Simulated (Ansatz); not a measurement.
Stepwise reaction of `[CH3][Ge]([SiH3])([Cl])[Cl]` with hydrogen fluoride, as a gas-phase model of exchange steps in deposition or etching. ΔE in kJ/mol.

Calculated with Ansatz (gas phase, PBE0-D4/def2-TZVP geometries, no zero-point term in ΔE). CCSD(T)/CBS is the MP2 limit (def2-TZVPP, def2-QZVPP) plus CCSD(T) − MP2 in def2-TZVPP, frozen cores. This one scheme is used for every species. DFT in def2-TZVPP. B3LYP here is the variant with VWN-RPA as its local correlation; programs differ in this. For Ge outer-core shells are correlated without core-valence functions, which leaves a few kJ/mol of doubt a bond. Scalar relativity is left out up to krypton.

```
step                                                                  reaction  PBE-D4  B3LYP-D4  ωB97M-V  CCSD(T)/CBS
   1  `[CH3][Ge]([SiH3])([Cl])[Cl]` + H–F → `[CH3][Ge]([F])([SiH3])[Cl]` + HCl    15.0      12.0     11.7         17.4
   2    `[CH3][Ge]([F])([SiH3])[Cl]` + H–F → `[CH3][Ge]([F])([F])[SiH3]` + HCl    12.6       8.9      8.8         13.7
```

**Question.** By hand: ΔE of the 2 steps together at CCSD(T)/CBS.

**Answer.** (17.4) + (13.7) = 31.1 kJ/mol, or 15.5 kJ/mol a step.

In ΔE the steps differ by no more than 3.7 kJ/mol. All are uphill at CCSD(T)/CBS. PBE-D4 differs from CCSD(T)/CBS by -2.4 to -1.1 kJ/mol a step. Isolated molecules leave out the surface, adducts and barriers. Largest T1 diagnostic: 0.012.
